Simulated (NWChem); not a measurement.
System: B$_{2}$, triplet; SMILES [B][B]

Parts of the log:

```
             Northwest Computational Chemistry Package (NWChem) 7.3.0
             --------------------------------------------------------

 ORDER OF PRIMARY AXIS IS BEING SET TO 4
 D4H symmetry detected

                             Geometry "geometry" -> ""
                             -------------------------

 Output coordinates in angstroms (scale by  1.889725989 to convert to a.u.)

  No.       Tag          Charge          X              Y              Z
 ---- ---------------- ---------- -------------- -------------- --------------
    1 B                    5.0000     0.00000000     0.00000000    -0.81277200
    2 B                    5.0000     0.00000000     0.00000000     0.81277200

 Effective nuclear repulsion energy (a.u.)       8.1384639388

      Symmetry information
      --------------------

 Group name             D4h
 Group number             28
 Group order              16
 No. of unique centers     1

 Summary of "cd basis" -> "" (spherical)
 ------------------------------------------------------------------------------
       Tag                 Description            Shells   Functions and Types
 ---------------- ------------------------------  ------  ---------------------
 *                  Weigend Coulomb Fitting           on all atoms

                                 NWChem DFT Module
                                 -----------------

 Summary of "ao basis" -> "ao basis" (spherical)
 ------------------------------------------------------------------------------
       Tag                 Description            Shells   Functions and Types
 ---------------- ------------------------------  ------  ---------------------
 B                         def2-tzvp                11       31   5s3p2d1f

 Summary of "cd basis" -> "cd basis" (spherical)
 ------------------------------------------------------------------------------
       Tag                 Description            Shells   Functions and Types
 ---------------- ------------------------------  ------  ---------------------
 B                  Weigend Coulomb Fitting         15       49   6s4p3d1f1g

      Symmetry analysis of basis
      --------------------------

        a1g        11
        a1u         0
        a2g         0
        a2u        11
        b1g         3
        b1u         3
        b2g         3
        b2u         3
        eg         14
        eu         14

            General Information
            -------------------
          SCF calculation type: DFT
          Wavefunction type:  spin polarized.
          No. of atoms     :     2
          No. of electrons :    10
           Alpha electrons :     6
            Beta electrons :     4
          Charge           :     0
          Spin multiplicity:     3
          Use of symmetry is: on ; symmetry adaption is: on
          Maximum number of iterations: 150
          AO basis - number of functions:    62
                     number of shells:    22
          A Charge density fitting basis will be used.
          CD basis - number of functions:    98
                     number of shells:    30
          Convergence on energy requested:  1.00D-06
          Convergence on density requested:  1.00D-05
          Convergence on gradient requested:  5.00D-04

              XC Information
              --------------
                      r^2SCAN Method XC Functional
               r^2SCAN metaGGA Exchange Functional  1.000
                     r^2SCAN Correlation Potential  1.000

             Grid Information
             ----------------
          Grid used for XC integration:  medium
          Radial quadrature: Mura-Knowles
          Angular quadrature: Lebedev.
          Tag              B.-S. Rad. Rad. Pts. Rad. Cut. Ang. Pts.
          ---              ---------- --------- --------- ---------
          B                   0.85       49           9.0       434
          Grid pruning is: on
          Number of quadrature shells:    49
          Spatial weights used:  Erf1

      Superposition of Atomic Density Guess
      -------------------------------------

 Sum of atomic energies:         -49.06942569

      Non-variational initial energy
      ------------------------------

 Total energy =     -49.183403
 1-e energy   =     -80.793242
 2-e energy   =      23.471375
 HOMO         =      -0.110572
 LUMO         =      -0.110572

 !!!!!!!!!!!!!!!!!!!!!!!!!!!!!!!!!!!!!!!!!!!!!!!!!!!!!!!!!!!!!!!!!!!!!!
 Warning - the HOMO and LUMO are degenerate and you are using symmetry.
 This can lead to non-variational energies and poor convergence.
 Modify the initial guess, or use an open-shell wavefunction, or turn
 off symmetry.
 !!!!!!!!!!!!!!!!!!!!!!!!!!!!!!!!!!!!!!!!!!!!!!!!!!!!!!!!!!!!!!!!!!!!!!

   Symmetry analysis of molecular orbitals - initial alpha
   -------------------------------------------------------

 !! scf_movecs_sym_adapt:   12 vectors were symmetry contaminated

  Symmetry fudging

 !! scf_movecs_sym_adapt:   12 vectors were symmetry contaminated

  Numbering of irreducible representations:

     1 a1g         2 a1u         3 a2g         4 a2u         5 b1g
     6 b1u         7 b2g         8 b2u         9 eg         10 eu

  Orbital symmetries:

     1 a1g         2 a2u         3 a1g         4 a2u         5 eu
     6 eu          7 a1g         8 eg          9 eg         10 a2u
    11 a1g        12 a1g        13 eu         14 eu         15 a2u
    16 eg

   Symmetry analysis of molecular orbitals - initial beta
   ------------------------------------------------------

 !! scf_movecs_sym_adapt:   12 vectors were symmetry contaminated

  Symmetry fudging

 !! scf_movecs_sym_adapt:   12 vectors were symmetry contaminated

  Numbering of irreducible representations:

     1 a1g         2 a1u         3 a2g         4 a2u         5 b1g
     6 b1u         7 b2g         8 b2u         9 eg         10 eu

  Orbital symmetries:

     1 a1g         2 a2u         3 a1g         4 a2u         5 eu
     6 eu          7 a1g         8 eg          9 eg         10 a2u
    11 a1g        12 a1g        13 eu         14 eu         15 a2u
    16 eg

      3 Center 2 Electron Integral Information
      ----------------------------------------
          Maximum number of 3-center 2e- integrals is:          376712.
            This is reduced with Schwarz screening to:          380926.
            Incore requires a per proc buffer size of:          282437.
          Minimum dble words available (all nodes) is:       144168268
                   This is reduced (for later use) to:       143860097
                      proc 0 Suggested buffer size is:          282437
                         Max Suggested buffer size is:          282437
                              no. integral batches is:            1000

           0.282 MW buffer allocated for incore 3-center
          2e- integral storage on stack.

   convergence    iter        energy       DeltaE   RMS-Dens  Diis-err
 ---------------- ----- ----------------- --------- --------- ---------
 d= 0,ls=0.0,diis     1    -49.3438449841 -5.75D+01  5.03D-03  4.64D-02
                                                     4.23D-03  2.71D-02
 d= 0,ls=0.0,diis     2    -49.3740713587 -3.02D-02  2.18D-03  1.79D-02
                                                     2.09D-03  1.06D-02
 d= 0,ls=0.0,diis     3    -49.3862374174 -1.22D-02  4.56D-04  5.82D-04
                                                     4.56D-04  4.62D-04
 d= 0,ls=0.0,diis     4    -49.3867746253 -5.37D-04  1.27D-04  2.60D-05
                                                     3.06D-04  1.51D-05
 d= 0,ls=0.0,diis     5    -49.3867979165 -2.33D-05  4.49D-05  6.36D-07
                                                     8.73D-05  1.25D-06

 !! scf_movecs_sym_adapt:    2 vectors were symmetry contaminated

  Symmetry fudging
  Resetting Diis
 d= 0,ls=0.0,diis     6    -49.3867992968 -1.38D-06  1.76D-05  4.37D-08
                                                     1.83D-05  1.16D-08
 d= 0,ls=0.0,diis     7    -49.3867993505 -5.36D-08  2.66D-06  1.79D-09
                                                     1.88D-06  8.34D-10

         Total DFT energy =      -49.386799350463
      One electron energy =      -81.010468246099
           Coulomb energy =       31.321973575220
    Exchange-Corr. energy =       -7.836768618421
 Nuclear repulsion energy =        8.138463938837

 Numeric. integr. density =       10.000000253881

                  Occupations of the irreducible representations
                  ----------------------------------------------

                     irrep           alpha         beta
                     --------     --------     --------
                     a1g               2.0          2.0
                     a1u               0.0          0.0
                     a2g               0.0          0.0
                     a2u               2.0          2.0
                     b1g               0.0          0.0
                     b1u               0.0          0.0
                     b2g               0.0          0.0
                     b2u               0.0          0.0
                     eg                0.0          0.0
                     eu                2.0          0.0

                    DFT Final Alpha Molecular Orbital Analysis
                    ------------------------------------------

 Vector    4  Occ=1.000000D+00  E=-2.906644D-01  Symmetry=a2u
              MO Center=  2.6D-31,  2.4D-31,  2.9D-16, r^2= 2.7D+00
   Bfn.  Coefficient  Atom+Function         Bfn.  Coefficient  Atom+Function
  ----- ------------  ---------------      ----- ------------  ---------------
     4      0.325575  1 B  s                 35     -0.325575  2 B  s
     3      0.298876  1 B  s                 34     -0.298876  2 B  s
     5      0.208471  1 B  s                 36     -0.208471  2 B  s
    11     -0.164012  1 B  pz                42     -0.164012  2 B  pz
     2     -0.154923  1 B  s                 33      0.154923  2 B  s

 Vector    5  Occ=1.000000D+00  E=-2.344323D-01  Symmetry=eu
              MO Center= -1.7D-15, -1.7D-15, -2.3D-15, r^2= 2.0D+00
   Bfn.  Coefficient  Atom+Function         Bfn.  Coefficient  Atom+Function
  ----- ------------  ---------------      ----- ------------  ---------------
     6      0.222221  1 B  px                37      0.222221  2 B  px
     7      0.210929  1 B  py                38      0.210929  2 B  py
     9      0.209711  1 B  px                40      0.209711  2 B  px
    10      0.199055  1 B  py                41      0.199055  2 B  py
    12      0.075260  1 B  px                43      0.075260  2 B  px

 Vector    6  Occ=1.000000D+00  E=-2.344323D-01  Symmetry=eu
              MO Center=  2.6D-16, -5.2D-16, -6.8D-15, r^2= 2.0D+00
   Bfn.  Coefficient  Atom+Function         Bfn.  Coefficient  Atom+Function
  ----- ------------  ---------------      ----- ------------  ---------------
     7     -0.222221  1 B  py                38     -0.222221  2 B  py
     6      0.210929  1 B  px                37      0.210929  2 B  px
    10     -0.209711  1 B  py                41     -0.209711  2 B  py
     9      0.199055  1 B  px                40      0.199055  2 B  px
    13     -0.075260  1 B  py                44     -0.075260  2 B  py

 Vector    7  Occ=0.000000D+00  E=-1.889843D-01  Symmetry=a1g
              MO Center=  5.1D-16,  8.6D-16,  2.9D-16, r^2= 2.8D+00
   Bfn.  Coefficient  Atom+Function         Bfn.  Coefficient  Atom+Function
  ----- ------------  ---------------      ----- ------------  ---------------
     8      0.335459  1 B  pz                39     -0.335459  2 B  pz
    11      0.275129  1 B  pz                42     -0.275129  2 B  pz
     4     -0.177050  1 B  s                 35     -0.177050  2 B  s
     5     -0.158495  1 B  s                 36     -0.158495  2 B  s
    14      0.109381  1 B  pz                45     -0.109381  2 B  pz

 Vector    8  Occ=0.000000D+00  E=-5.406629D-02  Symmetry=eg
              MO Center= -1.5D-18, -1.5D-18,  3.4D-15, r^2= 2.9D+00
   Bfn.  Coefficient  Atom+Function         Bfn.  Coefficient  Atom+Function
  ----- ------------  ---------------      ----- ------------  ---------------
    12      0.276769  1 B  px                13      0.276454  1 B  py
    43     -0.276769  2 B  px                44     -0.276454  2 B  py
     9      0.267533  1 B  px                10      0.267228  1 B  py
    40     -0.267533  2 B  px                41     -0.267228  2 B  py
     6      0.246565  1 B  px                 7      0.246284  1 B  py

 Vector    9  Occ=0.000000D+00  E=-5.406629D-02  Symmetry=eg
              MO Center= -2.6D-16,  4.5D-16,  4.6D-15, r^2= 2.9D+00
   Bfn.  Coefficient  Atom+Function         Bfn.  Coefficient  Atom+Function
  ----- ------------  ---------------      ----- ------------  ---------------
    12      0.276454  1 B  px                13     -0.276769  1 B  py
    43     -0.276454  2 B  px                44      0.276769  2 B  py
     9      0.267228  1 B  px                10     -0.267533  1 B  py
    40     -0.267228  2 B  px                41      0.267533  2 B  py
     6      0.246284  1 B  px                 7     -0.246565  1 B  py

                     DFT Final Beta Molecular Orbital Analysis
                     -----------------------------------------

 Vector    2  Occ=1.000000D+00  E=-6.715538D+00  Symmetry=a2u
              MO Center=  5.2D-18,  1.7D-17, -1.2D-16, r^2= 7.0D-01
   Bfn.  Coefficient  Atom+Function         Bfn.  Coefficient  Atom+Function
  ----- ------------  ---------------      ----- ------------  ---------------
     2      0.411028  1 B  s                 33     -0.411028  2 B  s
     1      0.351279  1 B  s                 32     -0.351279  2 B  s
     4      0.027597  1 B  s                 35     -0.027597  2 B  s
    11      0.027279  1 B  pz                42      0.027279  2 B  pz

 Vector    3  Occ=1.000000D+00  E=-4.555946D-01  Symmetry=a1g
              MO Center= -3.1D-16, -1.2D-16, -7.5D-16, r^2= 1.1D+00
   Bfn.  Coefficient  Atom+Function         Bfn.  Coefficient  Atom+Function
  ----- ------------  ---------------      ----- ------------  ---------------
     3      0.290056  1 B  s                 34      0.290056  2 B  s
     4      0.256223  1 B  s                 35      0.256223  2 B  s
     2     -0.160984  1 B  s                 33     -0.160984  2 B  s
     8      0.146054  1 B  pz                39     -0.146054  2 B  pz
     1     -0.081202  1 B  s                 32     -0.081202  2 B  s

 Vector    4  Occ=1.000000D+00  E=-2.491905D-01  Symmetry=a2u
              MO Center=  3.3D-16,  8.5D-16, -3.0D-16, r^2= 3.0D+00
   Bfn.  Coefficient  Atom+Function         Bfn.  Coefficient  Atom+Function
  ----- ------------  ---------------      ----- ------------  ---------------
     4      0.377013  1 B  s                 35     -0.377013  2 B  s
     3      0.255242  1 B  s                 34     -0.255242  2 B  s
     8     -0.144459  1 B  pz                39     -0.144459  2 B  pz
    11     -0.143082  1 B  pz                42     -0.143082  2 B  pz
     2     -0.142237  1 B  s                 33      0.142237  2 B  s

[...]

                         DFT ENERGY GRADIENTS

    atom               coordinates                        gradient
                 x          y          z           x          y          z
   1 B       0.000000   0.000000  -1.535916    0.000000   0.000000  -0.002976
   2 B       0.000000   0.000000   1.535916    0.000000   0.000000   0.002976
```

Level: r2SCAN/def2-TZVP, spin-unrestricted, Coulomb fitting. The geometry was optimised at PBE0/def2-SVP, spin-unrestricted. No stability test was run on the SCF state.

Q: Reconstruct the input file.

A: This is not unique; one that fits is the input that was run:
```
start job
memory heap 200 mb stack 900 mb global 1100 mb
geometry units angstroms noautoz
  B      0.000000     0.000000    -0.812772
  B      0.000000     0.000000     0.812772
end
basis spherical
  * library def2-tzvp
end
basis "cd basis" spherical
  * library "Weigend Coulomb Fitting"
end
dft
  odft
  mult 3
  xc r2scan
  iterations 150
end
task dft gradient
```
